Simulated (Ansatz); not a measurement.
CH9NSi2 can be A, `C[SiH2][SiH2]N`, or B, `N[SiH2]C[SiH3]`.

Computed with Ansatz on PBE0-D4/def2-TZVP structures; ΔE is electronic, products minus reactants. CCSD(T)/CBS adds triple-zeta CCSD(T) − MP2 to the extrapolated MP2 energy (def2 sets, frozen cores). DFT in def2-TZVPP. B3LYP here is the variant with VWN-RPA as its local correlation; programs differ in this. One conformer a species, not always the lowest.

A:

```xyz
13

C    -1.9743   -0.2062   -1.1792
Si   -0.5923    0.7676   -0.3610
Si    1.0867   -0.6479    0.4532
N     2.2041    0.2798    1.3849
H    -1.5958   -0.7707   -2.0344
H    -2.7628    0.4605   -1.5347
H    -2.4174   -0.9146   -0.4757
H    -0.0098    1.7449   -1.3241
H    -1.1398    1.5573    0.7832
H     0.4272   -1.7804    1.1833
H     1.8489   -1.2765   -0.6626
H     3.0701   -0.1360    1.6894
H     1.8551    0.9223    2.0778
```

B:

Z-matrix (Å, degrees):
```
Si
C 1 1.866
N 1 1.722 2 110.1
H 1 1.495 2 107.2 3 -125.6
H 1 1.488 2 111.2 3 117.2
Si 2 1.871 1 114.7 3 -173.1
H 2 1.096 1 108.9 3 65.6
H 2 1.095 1 108.7 3 -50.9
H 3 1.008 1 119.0 2 158.7
H 3 1.008 1 120.1 2 -59.7
H 6 1.488 2 110.7 1 -58.2
H 6 1.488 2 111.0 1 -178.2
H 6 1.488 2 110.4 1 61.7
```

(1) Which is lower in electronic energy at CCSD(T)/CBS, and by how much? (An estimate is asked.)

(2) Give E(B) − E(A) in kJ/mol with LDA (SPW92), MP2/def2-TZVPP, CCSD/def2-TZVPP, B3LYP-D4, B2PLYP, CCSD(T)/def2-TZVPP, CCSD(T)/def2-SVP. (Estimate.)

(3) Does the order hold for the free energy at 298.15 K (harmonic terms from PBE0-D4)? (Estimate.)

Largest T1 diagnostic: 0.011.

## Answers

(1) Ansatz gave: B, by 15.1 kJ/mol.

(2) The calculation gave: LDA (SPW92) -5.7, MP2/def2-TZVPP -21.7, CCSD/def2-TZVPP -16.1, B3LYP-D4 -10.5, B2PLYP -14.0, CCSD(T)/def2-TZVPP -15.7, CCSD(T)/def2-SVP -14.4. None reverses the order clearly.

(3) Computed: Yes: G(B) − G(A) = -20.3 kJ/mol, for one conformer each. Modes under 60 cm⁻¹, often nearly free rotors, make the harmonic entropy too high.

Leaving LDA and LC-ωPBE aside and taking each functional with its dispersion term where it has one, the values, not all of them listed here, spread over 17.7 kJ/mol, from ωB97M-V to PBE-D4. LDA lies −5.7 kJ/mol from PBE without D4. From PBE to PBE0 (25 % exact exchange), in def2-TZVPP and without D4, E(B) − E(A) moves by −4.5 kJ/mol.
